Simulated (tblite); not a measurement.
Compound: C3H6BN.
Bonds: N1–B2, B2–C3, C3–C4, C4–C5 (double), C3–C5. Hydrogens: H6, H7 on N1; H8 on B2; H9 on C3; H10 on C4; H11 on C5.

Computed with GFN2-xTB (tblite), gas phase: L-BFGS steps from a force-field or distance-geometry start until the largest atomic force falls under 0.01 eV/Å.

Step 20: E = -368.3504 eV
```
atom  x, y, z in Å  |  force x, y, z in eV/Å
N1     -1.9492    0.2258   -0.8013    0.702  -0.597   0.505
B2     -0.9470   -0.2603    0.0484    0.658   0.579  -0.372
C3      0.5665   -0.4158   -0.3915    0.827   0.086   0.114
C4      1.7298   -0.5894    0.6110   -0.574   0.799  -0.769
C5      1.5393    0.6361    0.2115   -0.204  -0.454   0.015
H6     -2.1140    0.1112   -1.7765    0.341   0.091  -0.422
H7     -2.6228    0.7867   -0.3493   -1.043   0.221   0.181
H8     -1.1973   -0.1954    1.1926    0.089   0.003   0.134
H9      0.8707   -0.6798   -1.4265   -0.510   0.018   0.388
H10     2.3422   -1.3067    1.0975   -0.110  -0.016   0.121
H11     1.7871    1.6904    0.1815   -0.177  -0.731   0.105
```

Step 21: E = -368.4285 eV
```
atom  x, y, z in Å  |  force x, y, z in eV/Å
N1     -1.9515    0.2034   -0.7888   -0.113  -0.043  -0.090
B2     -0.9404   -0.2534    0.0546    0.573   0.603   0.054
C3      0.5731   -0.4128   -0.3832    0.307   0.078   0.053
C4      1.7246   -0.5874    0.6062   -0.071   0.182  -0.341
C5      1.5375    0.6364    0.2178   -0.176  -0.301  -0.053
H6     -2.0685    0.1237   -1.7949    0.370   0.143   0.423
H7     -2.6647    0.7675   -0.3532   -0.288  -0.354  -0.254
H8     -1.1979   -0.1527    1.2073    0.181  -0.087  -0.108
H9      0.8674   -0.6750   -1.4115   -0.437  -0.039   0.121
H10     2.3464   -1.3274    1.0651   -0.261   0.218   0.057
H11     1.7794    1.6806    0.1780   -0.084  -0.400   0.138
```

Step 22: E = -368.4826 eV
```
atom  x, y, z in Å  |  force x, y, z in eV/Å
N1     -1.9643    0.1790   -0.7778   -0.074   0.133  -0.440
B2     -0.9343   -0.2352    0.0665    0.375   0.595   0.129
C3      0.5777   -0.4124   -0.3745   -0.188   0.108  -0.055
C4      1.7278   -0.5886    0.6003    0.185  -0.241  -0.095
C5      1.5329    0.6339    0.2250   -0.062  -0.199  -0.108
H6     -2.0086    0.1472   -1.8037    0.231   0.078   0.847
H7     -2.7130    0.7294   -0.3686    0.023  -0.501  -0.347
H8     -1.1892   -0.1008    1.2187    0.191  -0.160  -0.151
H9      0.8493   -0.6732   -1.4055   -0.340  -0.044   0.024
H10     2.3526   -1.3459    1.0361   -0.323   0.349   0.047
H11     1.7745    1.6694    0.1809   -0.018  -0.117   0.150
```

**Question.** Estimate the geometry and energy of step 23. (The exact step hangs on the optimiser's Hessian estimate; all steps are aligned on step 22, rigid shifts and turns removed.)

**Answer.** E = -368.5391 eV, largest force 0.805 eV/Å
```
atom  x, y, z in Å  |  force x, y, z in eV/Å
N1     -1.9693    0.1594   -0.7739   -0.153   0.402  -0.195
B2     -0.9234   -0.2066    0.0728    0.195   0.402   0.203
C3      0.5810   -0.4128   -0.3704   -0.593   0.109  -0.185
C4      1.7357   -0.5919    0.5906    0.173  -0.463   0.022
C5      1.5274    0.6272    0.2279    0.099  -0.017  -0.166
H6     -1.9610    0.1717   -1.7943    0.120  -0.032   0.570
H7     -2.7551    0.6896   -0.3888    0.343  -0.624  -0.375
H8     -1.1728   -0.0657    1.2221    0.157  -0.153  -0.082
H9      0.8156   -0.6750   -1.4077   -0.163  -0.024  -0.019
H10     2.3538   -1.3469    1.0263   -0.215   0.218   0.105
H11     1.7735    1.6539    0.1928    0.037   0.183   0.123
```

The energy changes by -0.0566 eV. The first-order estimate −F·Δx gives -0.0793 eV and the mean of the old and new forces, exact on a quadratic surface, -0.0566 eV. The step makes an angle of 62° with the force vector and moves no atom by more than 0.061 Å.

The cost below is that of the whole relaxation. Hardware: one thread of an Arm Neoverse N1 (shared host). Cost: 0.5 s wall.
